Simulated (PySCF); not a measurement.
Species: C5H8AlN.
Geometry (PBE0-D3(BJ)/def2-SVP, Å), atoms numbered from 1 in this order:
```xyz
15
C5H8AlN angstrom
Al     2.5918   -0.3054   -0.0450
N      0.5520   -0.0528   -0.0211
C     -0.2433   -1.1213    0.1144
C     -1.6263   -1.0104    0.1512
C     -2.1984    0.2560    0.0427
C     -1.3665    1.3631   -0.0990
C      0.0092    1.1653   -0.1264
H      2.8311   -0.9238    1.4202
H      2.7435   -1.3356   -1.2706
H      3.0228    1.2265   -0.2880
H      0.2592   -2.0894    0.1935
H     -2.2407   -1.9051    0.2627
H     -3.2839    0.3775    0.0677
H     -1.7714    2.3723   -0.1882
H      0.7167    1.9916   -0.2360
```

Level of theory: TDDFT B3LYP/def2-SVPD, vertical, gas phase, core orbitals frozen in the response (PySCF 2.14.0, density-fitted response routines).

Ground-to-excited transition dipoles (e·a0, same axes as the geometry; the sign carries no meaning), for the states with f of 0.002 or more among the lowest 10:

```json
{"state": "S1", "E (hartree)": "0.1410", "μx": "0.635", "μy": "-0.169", "μz": "0.019"}
{"state": "S3", "E (hartree)": "0.1620", "μx": "0.237", "μy": "-0.014", "μz": "-0.003"}
{"state": "S5", "E (hartree)": "0.1995", "μx": "0.010", "μy": "0.014", "μz": "0.152"}
{"state": "S6", "E (hartree)": "0.2028", "μx": "-0.010", "μy": "0.617", "μz": "-0.063"}
{"state": "S8", "E (hartree)": "0.2257", "μx": "-0.013", "μy": "-0.026", "μz": "-0.278"}
{"state": "S9", "E (hartree)": "0.2317", "μx": "-0.045", "μy": "0.271", "μz": "-0.026"}
{"state": "S10", "E (hartree)": "0.2332", "μx": "-0.270", "μy": "-0.017", "μz": "0.012"}
```

Problem. Work out the oscillator strengths.

Solution. f = (2/3) ΔE |μ|² with ΔE in hartree (27.2114 eV).

| state | \|μ\|² (au) | \|μ\| (D) | f |
| --- | --- | --- | --- |
| S1 | 0.432 | 1.67 | 0.041 |
| S3 | 0.056 | 0.60 | 0.006 |
| S5 | 0.023 | 0.39 | 0.003 |
| S6 | 0.384 | 1.58 | 0.052 |
| S8 | 0.078 | 0.71 | 0.012 |
| S9 | 0.076 | 0.70 | 0.012 |
| S10 | 0.073 | 0.69 | 0.011 |

Problem. Which bond between heavy atoms lies closest to the direction of the S6 transition dipole?

Solution. N2–C7 and C4–C5, at 23° from it; next N2–C3 and C5–C6 at 37°.

Problem. What angle do the transition dipoles of S1 and S10 make?

Solution. |cos θ| = |μa·μb| / (|μa| |μb|) = 0.95, so θ ≈ 19° (taken between 0 and 90°, since the signs are arbitrary).

Problem. How is the summed strength of these states shared among x, y and z?

Solution. (2/3) Σ ΔE μα² gives 0.056 for x, 0.066 for y and 0.015 for z, 0.137 in all.

Problem. What peak molar absorption coefficient would the strongest computed level give as a lone Gaussian band 0.3 eV wide at half height?

Solution. ε(max) = 2.175×10⁸ f / FWHM, with the width in cm⁻¹. S6: 2.175×10⁸ × 0.0519 / 2420 ≈ 4700 L mol⁻¹ cm⁻¹.

All these states lie below the vertical ionisation energy of 9.44 eV (ΔSCF).
